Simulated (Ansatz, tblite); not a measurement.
Cost and result up the ladder for WO₂F₂ (5 atoms). The state is a singlet with charge 0. Geometry: PBE-D4/def2-SVP.

Cartesian coordinates in Å:
```
W 0.012 0.011 -0.013
O 0.401 -1.468 0.764
O -1.566 0.412 0.525
F -0.045 -0.283 -1.861
F 1.199 1.329 0.585
```

Ansatz on 4 threads of Arm Neoverse V2 on a shared host; xTB runs through tblite on one thread. Times are rough, summed over both states, and most runs start from the orbitals of an earlier one. PBE0-D4/def2-TZVP serves as the yardstick here, not as an exact answer. The other state is a doublet.

In the def2 sets W takes a core potential; there is no spin–orbit coupling. The xTB rows come from tblite.

Raw xTB energies of ions are shifted by several eV.

| level | functions | wall time | vertical IE (eV) | difference from PBE0-D4/def2-TZVP (eV) |
| --- | --- | --- | --- | --- |
| GFN1-xTB | 25 | 0.006 s | 16.85 | 4.84 |
| GFN2-xTB | 25 | 0.006 s | 16.56 | 4.55 |
| PBE-D4/def2-TZVP | 164 | 3.2 s | 11.84 | -0.18 |
| PBE0-D4/def2-TZVP | 164 | 4.3 s | 12.01 | 0.00 |
| r2SCAN-D4/def2-TZVP | 164 | 6.9 s | 11.89 | -0.12 |
